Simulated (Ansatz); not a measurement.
This geometry of AlBrCl₂FH (6 atoms, charge 0, multiplicity 1) is a first-order saddle point.

Computed with Ansatz, RKS BLYP/def2-SVP.

```xyz
6
Properties=species:S:1:pos:R:3
Al 0.017 -0.288 -0.036
F 0.017 0.039 1.746
Cl 1.844 0.217 -0.956
Cl -1.842 0.138 -0.932
Br 0.080 -2.625 0.956
H 0.050 -1.239 1.870
```

(1) Which two structures does it join? (They come from a converged band through this point; their orientation in space is the band's.)

(2) How far does it lie above each of them?

Results:

(1) Bonds broken: Br5–H6. Bonds formed: F2–H6.

First end point:

```xyz
6
Properties=species:S:1:pos:R:3
Al 0.010 0.000 -0.011
F 0.011 0.378 1.639
Cl 1.835 0.183 -1.051
Cl -1.836 0.096 -1.027
Br 0.079 -2.653 0.977
H 0.065 -1.760 2.121
```

Last end point:

```xyz
6
Properties=species:S:1:pos:R:3
Al 0.021 -0.510 -0.136
F 0.022 -0.004 1.799
Cl 1.832 0.254 -0.911
Cl -1.834 0.166 -0.887
Br 0.079 -2.704 0.720
H 0.045 -0.959 2.065
```

(2) 2.5 kcal/mol above the first and 2.9 kcal/mol above the second. This is the barrier of this one path; another mechanism may lie lower. The orbitals stay closed-shell, which can raise the energy where a bond breaks towards radicals; this wasn't checked here.

The run took 3 min on 2 threads of Arm Neoverse V1 (shared host), peak memory 0.15 GiB.
